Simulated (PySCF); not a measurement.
System: CF3 (cation, charge +1), singlet: umbrella (inversion) coordinate, bond length relaxed. Scanned: angle between the C-F bonds and the threefold axis (90 = planar). Other coordinates (C-F bond length) were minimised at B3LYP/def2-TZVP.

Method: CCSD(T) on RHF/cc-pVDZ, 4 core orbitals frozen (PySCF).

Scanned values (°): 90, 93, 96, 99, 102, 105, 108, 111, 114, 117, 120, 123, 126, 129.

Task: At which scan points does the profile have its minima and maxima, and how high do they lie?

Result: Lower than their neighbours: 90° (0.0 kJ/mol, end of the scan). Higher than their neighbours: 129° (967.4 kJ/mol, end of the scan). The whole profile spans 967.4 kJ/mol.

The scan ran from 90.0 to 132.0; beyond the range shown the relaxed coordinates jump or full CI changes its symmetry label.
